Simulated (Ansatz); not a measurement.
An input meant for (MgTe)2 ring (Mg₂Te₂) (charge 0, singlet; with a point charge).

```yaml
crystal:
  periodic: [false, false, false]
  atoms:
    - {symbol: Mg, position_ang: [0.827004, 0.827950, 0.777598]}
    - {symbol: Te, position_ang: [0.251528, 1.417841, -1.777139]}
    - {symbol: Mg, position_ang: [-0.827012, -0.827943, -0.777592]}
    - {symbol: Te, position_ang: [-0.251520, -1.417849, 1.777134]}
basis:
  gaussian: {orbitals: def2-TZVPP, point_charges: [{charge: -1.00, position_ang: [5.030, -0.794, 0.249]}]}
hamiltonian: {xc: {name: r2SCAN50}, dispersion: d3bjatm}
scf: {max_iter: 3}
```

```sh
$ ansatz run in.yaml --threads 4 --pin off --events-out ev --progress --plain --max-ram 3916MiB
```

(1) Predict how Ansatz answers.

## Answers

(1) The program refused the input. The input holds a key that doesn't belong there.
```
Error: invalid value for `basis.gaussian`: such a run doesn't read scf.max_iter; remove what it names
```
